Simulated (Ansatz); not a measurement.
Cost and result for the atomization energy of C₂H₆AlNO, SMILES `O[CH]1C[NH][AlH]1` (11 atoms, 11 bonds).

```tsv
atom	x (Å)	y (Å)	z (Å)
O1	-1.928	-0.225	0.306
C2	-0.570	0.041	0.660
C3	0.361	-0.939	-0.092
N4	1.259	-0.049	-0.844
Al5	0.476	1.436	-0.311
H6	-2.476	0.455	0.702
H7	-0.436	-0.065	1.743
H8	0.910	-1.591	0.599
H9	-0.256	-1.570	-0.742
H10	1.986	-0.471	-1.396
H11	0.675	2.977	-0.626
```

The species carries charge 0 and has multiplicity 1. Geometry: relaxed with PBE0-D4/def2-TZVP. It is one conformer, not always the lowest. Program: Ansatz. All runs use 4 threads of an Intel Xeon Platinum 8488C on a shared host. Times are those of one run each, without the atoms' runs, and a repeat can differ threefold. Electronic energies, without spin–orbit coupling; frozen cores. CCSD(T)/CBS adds CCSD(T) − MP2 in def2-TZVPP to the MP2 limit, and its time is that of the two runs behind it. T1 = 0.013.

CCSD(T)/CBS is a level of theory with its own doubt, some kJ/mol a heavy atom from the limit and from the frozen cores, so smaller differences don't rank the functionals.

```tsv
level	functions	wall time	atomization (kcal/mol)	difference from CCSD(T)/CBS	per bond
LDA (SPW92)/def2-TZVPP	250	0.85 s	1109.6	153.8	14.0
BLYP-D4/def2-TZVPP	250	1.4 s	956.3	0.5	0.0
PBE-D4/def2-TZVPP (with forces)	250	1.6 s	980.1	24.3	2.2
PBE0-D4/def2-TZVPP	250	1.9 s	957.4	1.6	0.1
CAM-B3LYP-D4/def2-TZVPP	250	2.2 s	960.1	4.3	0.4
r2SCAN-D4/def2-TZVPP (with forces)	250	2.6 s	956.1	0.3	0.0
r2SCANh-D4/def2-TZVPP	250	2.8 s	948.6	-7.2	-0.7
CCSD(T)/def2-SVP	104	2.8 s	898.1	-57.7	-5.2
B2PLYP/def2-TZVPP	250	3.5 s	944.0	-11.8	-1.1
ωB97M-V/def2-TZVPP (with forces)	250	6 s	959.6	3.8	0.3
MP2/def2-QZVPP	478	15 s	963.3	7.5	0.7
CCSD(T)/def2-TZVPP	250	63 s	927.0	-28.8	-2.6
CCSD(T)/CBS(def2)	–	78 s	955.8	0.0	0.0
```

The D4 term adds +8.1 kcal/mol with B3LYP and +4.2 kcal/mol with PBE0; it sums over pairs of atoms, weighted by their polarisabilities, and B3LYP, whose exchange is more repulsive, gets the larger term. Leaving LDA and LC-ωPBE aside and taking each functional with its dispersion term where it has one, the values, not all of them listed here, spread over 60.3 kcal/mol, from BHLYP-D4 to PBE-D4. LDA lies +134.5 kcal/mol from PBE without D4, its usual overbinding. In def2-TZVPP, CCSD(T) changes the Hartree–Fock value by +269.4 kcal/mol (the triples alone add +16.6 kcal/mol) and MP2 by +288.6 kcal/mol; breaking electron pairs costs correlation energy, which Hartree–Fock lacks.

B3LYP here is the variant with VWN-RPA as its local correlation; programs differ in this.
